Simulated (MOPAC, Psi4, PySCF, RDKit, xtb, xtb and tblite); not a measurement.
Two geometries of SMILES OB(O)[SiH2][SiH2]Cl (H₆BClO₂Si₂), relaxed at GFN2-xTB with one dihedral held; other torsions can differ between them too.

Structure A

```
12

O     -2.2928     0.5465     1.0169
B     -1.5325     0.4957    -0.1069
O     -0.2541     0.0524    -0.1071
Si    -2.4099     0.6563    -1.8606
Si    -3.2483    -1.4509    -2.4116
Cl    -2.9197    -2.7170    -0.8360
H     -2.0878    -0.0445     1.7429
H      0.1457    -0.2018     0.7284
H     -1.5492     1.0592    -2.9868
H     -3.5528     1.5836    -1.9422
H     -4.6919    -1.5637    -2.6395
H     -2.6247    -2.1496    -3.5396
```

Structure B

```
12

O      2.3247     0.5584     0.9917
B      1.5562     0.1203    -0.0595
O      0.4339    -0.5964     0.1393
Si     1.8908     0.7889    -1.8867
Si     1.1194     2.9929    -1.9116
Cl     0.6503     3.4968     0.0254
H      2.0031     1.2361     1.5782
H      0.1914    -0.8122     1.0438
H      3.2950     0.8556    -2.3297
H      1.2020     0.0989    -2.9898
H     -0.1257     3.2824    -2.6293
H      2.0475     4.0554    -2.3074
```

Q: Which is lower in energy at the level DF-MP2 (frozen core)/cc-pVTZ // GFN2-xTB in Psi4, and by how much?

A: A is lower, by 15.47 kJ/mol (dihedral H7–O1–B2–Si4: 140° in A, 100° in B).

E(B) − E(A) in kJ/mol at the other levels, on the same two geometries: GFN2-xTB (xtb and tblite) 24.10; PBE/def2-TZVP // GFN2-xTB (Psi4) 14.60; PBE-D3(BJ)/def2-TZVP // GFN2-xTB (Psi4) 14.07; HF/cc-pVTZ // GFN2-xTB (Psi4) 15.18; UFF // GFN2-xTB (RDKit) -25.32; PM7, restricted, heats of formation // GFN2-xTB (MOPAC) 14.22; PM6, restricted, heats of formation // GFN2-xTB (MOPAC) 14.46; GFN1-xTB // GFN2-xTB (xtb) 24.16; restricted B3LYP/6-31G*, spherical d, density fitting // GFN2-xTB (PySCF) 15.21; restricted MP2 (frozen core)/6-31G*, spherical d // GFN2-xTB (PySCF) 16.91; restricted Hartree-Fock/6-31G*, spherical d, density fitting // GFN2-xTB (PySCF) 15.46; restricted B3LYP/6-311+G**, spherical d, density fitting // GFN2-xTB (PySCF) 14.24.
